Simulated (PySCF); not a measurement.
How the method changes the constants of NaTe

State: ²Π (doublet), unpaired electrons π ↑. Set-up: basis Na aug-cc-pVDZ, Te aug-cc-pVDZ-PP with ECP28; scalar-relativistic core potentials; PySCF 2.14. De refers to Na + Te in their high-spin ground configurations, without counterpoise correction. The functionals are run spin-unrestricted. A positive dipole means Na(−)Te(+).

| Level | Re (Å) | ωe (cm⁻¹) | De (eV) | μ (D) |
| --- | --- | --- | --- | --- |
| UHF | 2.861 | 229 | 1.25 | -9.43 |
| UHF-MP2 | 2.867 | 221 | 1.96 | n/a |
| UHF-SCS-MP2 | 2.869 | 221 | 1.93 | n/a |
| PBE | 2.829 | 223 | 2.17 | -7.78 |
| TPSS | 2.839 | 224 | 2.27 | -8.14 |
| r²SCAN | 2.826 | 229 | 2.19 | -8.56 |
| TPSSh | 2.834 | 227 | 2.26 | -8.32 |
| PBE0 | 2.816 | 231 | 2.13 | -8.33 |
| r²SCAN0 | 2.817 | 233 | 2.16 | -8.77 |

The bond length runs from 2.816 Å (PBE0) to 2.869 Å (UHF-SCS-MP2). De spans 1.25 eV (UHF, mean field) to 2.27 eV (TPSS, meta-GGA).

Correlated steps freeze 5 core orbitals. Correlated levels converge slowly with the basis: in double zeta they bind strong bonds too weakly, by up to about 1 eV, and carry superposition errors of some tenths. These are scalar-relativistic numbers at best; spin–orbit coupling would shift them, the dissociation energy most. The state is the lowest determinant that a PBE0 search found; another state may lie lower at other levels.

The whole job (state search and all levels along the bond) took about 1.8 min on 1 thread of Arm Neoverse V2 (shared host), peak memory 0.73 GiB.
